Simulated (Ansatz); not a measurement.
Reaction (cleavage of the Zn–Ga bond): `CO[CH2][GaH][ZnH]` + `[SH][GaH2]` → `[ZnH][S][GaH2]` + `CO[CH2][GaH2]`

Gas-phase electronic energies from Ansatz, PBE0-D4/def2-TZVP geometries. CBS: MP2 limit from def2 TZ/QZ plus the TZ coupled-cluster correction, frozen cores. DFT in def2-TZVPP. B3LYP here is the variant with VWN-RPA as its local correlation; programs differ in this. For Ga, Zn outer-core shells are correlated without core-valence functions, which leaves a few kJ/mol of doubt a bond. Scalar relativity is left out up to krypton. One conformer a species, not always the lowest.

Problem. Is it downhill or uphill in electronic energy at CCSD(T)/CBS, and by how much? (An estimate is asked.)

Solution. Computed: Downhill: ΔE = -65.4 kJ/mol.

Problem. What do these levels give: PBE-D4, B3LYP-D4, r2SCAN0-D4, CAM-B3LYP-D4, ωB97X-V, BLYP, r2SCAN, HF/def2-SVP, MP2/def2-SVP, CCSD(T)/def2-SVP, HF/CBS(def2), MP2/CBS(def2)? (Estimate.)

Solution. Ansatz gave: PBE-D4 -49.5, B3LYP-D4 -54.1, r2SCAN0-D4 -65.7, CAM-B3LYP-D4 -60.6, ωB97X-V -65.5, BLYP -47.9, r2SCAN -63.3, HF/def2-SVP -77.3, MP2/def2-SVP -70.8, CCSD(T)/def2-SVP -61.5, HF/CBS(def2) -78.2, MP2/CBS(def2) -73.7 kJ/mol.

Largest T1 diagnostic among the species: 0.015.

At CCSD(T), def2-SVP lies +3.9 kJ/mol from the extrapolated value and def2-TZVPP +1.7 kJ/mol. From BLYP to BHLYP (50 % exact exchange), in def2-TZVPP and without D4, ΔE moves by −15.2 kJ/mol. Leaving LDA and LC-ωPBE aside and taking each functional with its dispersion term where it has one, the values, not all of them listed here, spread over 21.0 kJ/mol, from PBE-QIDH to BLYP-D4.
